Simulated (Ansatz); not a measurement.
C3H3Cl2F, SMILES F[C@@H]1CC1(Cl)Cl.

Coordinates come from a B3LYP-D3(BJ)/def2-SVP optimisation. The structure was generated by enumeration; whether it is a known compound was not checked.

Two levels are set side by side: PBE/def2-SVPD (Ansatz, a quantum-chemistry and plane-wave program) and CAM-B3LYP/def2-SVPD (Ansatz). Energy differences of separate SCF runs at the same geometry; the states with an electron removed or added have multiplicity 2 and 2. Differences are taken from unrounded values.

| quantity | CAM-B3LYP | PBE | PBE minus CAM-B3LYP |
|---|---|---|---|
| vertical ionisation energy (eV) | 10.51 | 9.83 | -0.68 |
| vertical singlet–triplet gap (eV) | 6.05 | 5.31 | -0.73 |
